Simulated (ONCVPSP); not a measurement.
# W: ONCV pseudisation with PBE, scalar-relativistic reference atom.

```
Element                 : tungsten (W)
Generator               : ONCVPSP 4.0.1
Type                    : optimised norm-conserving Vanderbilt (ONCV)
Functional              : PBE
Relativity              : scalar-relativistic
Frozen core             : [Kr] 4d10 4f14
Valence charge          : 14
Reference configuration : 5s2 5p6 5d4.5 6s1.5
Partial waves           : 5s+6s: rc 1.45 bohr, ncon 4, nbas 8, qcut 7.6 1/bohr, 2 projectors; 5p: rc 1.30 bohr, ncon 5, nbas 9, qcut 5.1 1/bohr, 3 projectors, debl 2.5 Ha; 5d: rc 1.70 bohr, ncon 3, nbas 7, qcut 6.1 1/bohr, 2 projectors, debl 3.9 Ha
Local potential         : polynomial inside 1.15 bohr (lpopt 3, dvloc0 1 Ha)
Core correction         : Teter function, fcfact 4.75, rcfact 1.3
```

- Cutoffs needed: 137 Ha and 158 Ha (the cutoffs (Ha) at which the residual kinetic energy of the hardest occupied pseudo-wave falls to 1 and 0.1 mHa per electron)
- Ghost test: ghosts flagged at negative energy: p at -1714.2 eV; no localised positive-energy state flagged; a true bound ghost makes a file unfit for plane-wave use
- Largest excitation error: -4.2 meV (all-electron minus pseudo) for 5s2 5p6 5d3 6s2, out of 4 test configurations
- rms error of d²Exc/dni dnj: 5.96 mHa without and 0.74 mHa with the model core
